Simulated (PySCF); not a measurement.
# Working out the ionisation energy of Kr

Kr [Kr] (1S) → Kr+ [Ar] 3d10 4s2 4p5 (2P). Calculation: PySCF 2.14, in aug-cc-pVQZ-DK (8s7p5d3f2g, 93 functions); the spin-free X2C one-electron Hamiltonian (Gaussian nucleus). Frozen: [Ar] 3d10. Energies in hartree (1 hartree = 27.21139 eV):

```
            part    Kr (lower)   Kr+ (upper)
             UHF  -2788.179928  -2787.700864
CCSD correlation     -0.210650     -0.174126
             (T)     -0.007123     -0.005112
```

Q: What does Hartree-Fock give?

A: (-2787.700864) − (-2788.179928) = 0.479064 hartree = 13.036 eV.

Q: What do CCSD and CCSD(T) give?

A: The CCSD correlation energies differ by 0.036524 hartree = 0.994 eV and the triples by 0.002011 hartree = 0.055 eV, so CCSD gives 14.030 eV and CCSD(T) 14.085 eV.

Measured between the centres of the two terms (NIST): 14.222 eV, so CCSD(T) (valence) is off by -0.137 eV.

What remains against the reference includes basis incompleteness, the frozen core and higher excitations.
